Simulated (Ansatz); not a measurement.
Start from `O[SiH2][CH2][GeH3]` and change one atom or group to get `OCC[SiH2]O`.

Ansatz, PBE0-D4/def2-TZVP geometries, multiplicity 1. Each molecule was computed in one conformer, which needn't be the lowest.

Scalar relativity is left out up to krypton.

```
                                          property  `O[SiH2][CH2][GeH3]`
  size of the dipole moment (B3LYP/def2-TZVPP) / D                  0.78
             LUMO energy (ωB97M-V/def2-TZVPP) / eV                  1.78
                 HOMO energy (PBE/def2-TZVPP) / eV                 -7.03
             HOMO energy (ωB97M-V/def2-TZVPP) / eV                -10.86
size of the dipole moment (ωB97M-V/def2-TZVPP) / D                  0.76
              HOMO–LUMO gap (PBE0/def2-TZVPP) / eV                  8.72
```

Task: What does the change do to each property? (Best estimate.)

Result: Ansatz gave: 
```json
{"property": "size of the dipole moment (B3LYP/def2-TZVPP) / D", "`OCC[SiH2]O`": "3.53", "shift": "2.75"}
{"property": "LUMO energy (ωB97M-V/def2-TZVPP) / eV", "`OCC[SiH2]O`": "2.02", "shift": "0.24"}
{"property": "HOMO energy (PBE/def2-TZVPP) / eV", "`OCC[SiH2]O`": "-6.52", "shift": "0.51"}
{"property": "HOMO energy (ωB97M-V/def2-TZVPP) / eV", "`OCC[SiH2]O`": "-10.30", "shift": "0.56"}
{"property": "size of the dipole moment (ωB97M-V/def2-TZVPP) / D", "`OCC[SiH2]O`": "3.54", "shift": "2.78"}
{"property": "HOMO–LUMO gap (PBE0/def2-TZVPP) / eV", "`OCC[SiH2]O`": "8.56", "shift": "-0.16"}
```

With PBE0 the HOMO rises by 0.54 eV and the LUMO rises by 0.38 eV, so the gap narrows by about 0.16 eV. PBE moves the HOMO by 0.51 eV and ωB97M-V by 0.56 eV. Dipoles are sizes alone; their direction can turn.

B3LYP here is the variant with VWN-RPA as its local correlation; programs differ in this.

Positive LUMOs are unbound, so they and the gaps depend on the basis.
